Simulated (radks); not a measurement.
Values are calculated unless marked as measured or tabulated.
The mean radii <r> (bohr) of the occupied orbitals of an atom or ion are listed with their occupations. Code: a radial shooting solver on a logarithmic mesh with Libxc functionals. Model: Dirac Kohn-Sham, PBE, spin-unpolarised, spherical densities, finite nucleus; Fermi nuclear charge, rms radius of each element as measured or else 0.836 A^(1/3) + 0.57 fm.

| orbital | occ. | <r> |
|---|---|---|
| 1s1/2 | 1 | 0.1158 |

Name the element and its charge. Open shells, if any, fill j = l - 1/2 first.

Answer. Z = 13, aluminium, charge +12: Al12+ in 1s1. The 1s radius gives Z: for a bare nucleus <r> = (2 gamma + 1)/(2Z) with gamma = sqrt(1 - (Z/c)^2), 0.115 bohr for Z = 13, and the self-interaction of the functional makes it slightly larger (0.1158 here). The occupations add up to 1, and the charge is Z minus that.
